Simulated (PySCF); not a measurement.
H2O4P, SMILES P(O)(O)([O])=O (connectivity only; charge and spin as stated), charge -1, multiplicity 1. Coordinates come from a PBE0-D3(BJ)/def2-SVPD optimisation. The spin state was assumed, not searched. The isomer is the one that the SMILES or the coordinates give; other isomers of the formula were not compared. One conformer was computed; it need not be the lowest.

All values below come from PBE0-D3(BJ)/def2-SVPD (PySCF).

Harmonic wavenumbers (cm⁻¹): 205, 307, 325, 377, 413, 482, 490, 762, 792, 1031, 1048, 1080, 1303, 3901, 3902. Rotational constants (GHz): 4.752, 4.414, 4.291; symmetry number 2.

Problem. Work out the zero-point energy and the ideal-gas rigid-rotor harmonic-oscillator thermochemistry at 298.15 K and 1 atm.

Solution. ZPE = ½ Σ hcν = ½ × 16419 cm⁻¹ = 98.21 kJ/mol. H − E(el) = 115.28 kJ/mol. Entropy in J/(mol K): translation 165.80, rotation 101.69, vibration 36.88, total 304.37. G − E(el) = 24.53 kJ/mol. Cp = 88.22 J/(mol K).
